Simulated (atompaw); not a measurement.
## Before and after: PAW (atompaw) potential for beryllium (Be)

Be, PAW, made with atompaw 4.2.0.5 (LDA (PW92), scalar-relativistic). Core [He], reference 2s2 2p0. Waves: 2s (bound): rc 3.00 bohr; 2s channel at 1.7 Ry: rc 1.85 bohr; 2p (bound, empty): rc 3.00 bohr; 2p channel at 0.45 Ry: rc 3.00 bohr; 3d channel at 0.25 Ry: rc 3.00 bohr; 3d channel at 1.25 Ry: rc 3.00 bohr. Local part: ultrasoft scheme with l = 3 at 0.5 Ry, radius 2.70 bohr. Core correction: smooth core density matched at 1.55 bohr. Augmentation charge: besselshape compensation charge, radius 2.40 bohr; PAW radius 3.00 bohr; waves and projectors: custom rrkj vanderbiltortho.

All-electron outer shells of the reference configuration (LDA (PW92), scalar-relativistic, ld1.x):

```
shell  level (eV)  outermost node (bohr)  outermost maximum (bohr)
   1s     -104.95                      –                      0.27
   2s       -5.60                   0.60                      2.04
   2p       -2.10                      –                      2.28
```

Change: core none, valence charge 4; reference 1s2 2s1 2p0; waves now 1s (bound): rc 0.45 bohr; 2s (bound): rc 2.85 bohr; 2p (bound): rc 2.85 bohr; 2p channel at 1.5 Ry: rc 2.65 bohr; 3d channel at -0.05 Ry: rc 2.85 bohr; 3d channel at 1.6 Ry: rc 2.85 bohr; local potential ultrasoft scheme with l = 3 at 0.5 Ry, radius 2.00 bohr; core correction none; augmentation besselshape compensation charge, radius 2.45 bohr; PAW radius 2.85 bohr; waves and projectors: custom rrkj vanderbiltortho.

Cutoffs: the cutoffs (Ry, on a coarse ladder) from which the occupation-weighted sum of valence levels, in a spherical-Bessel basis at the reference potential, stays within 10 and 1 mRy of its value at 400 Ry; they do not see the model core or the augmentation charge, which bear on the density cutoff.

What does the change do?

The potential gets harder (6 Ry and 6 Ry → 230 Ry and 300 Ry); neither file shows a bound ghost. The added semicore shells are compact, so their waves need more plane waves. Several settings change at once here, so the effects cannot be laid on one of them.

| quantity | base | changed |
| --- | --- | --- |
| cutoff, loose | 6 Ry | 230 Ry |
| cutoff, tight | 6 Ry | 300 Ry |
| bound ghosts | none | none |
| lowest overlap eigenvalue by channel | s 0.73, p 1.00, d 0.96 | s 0.53, p 0.87, d 0.87 |

 The cutoffs see the waves, projectors and local potential, not the compensation charge or the core.
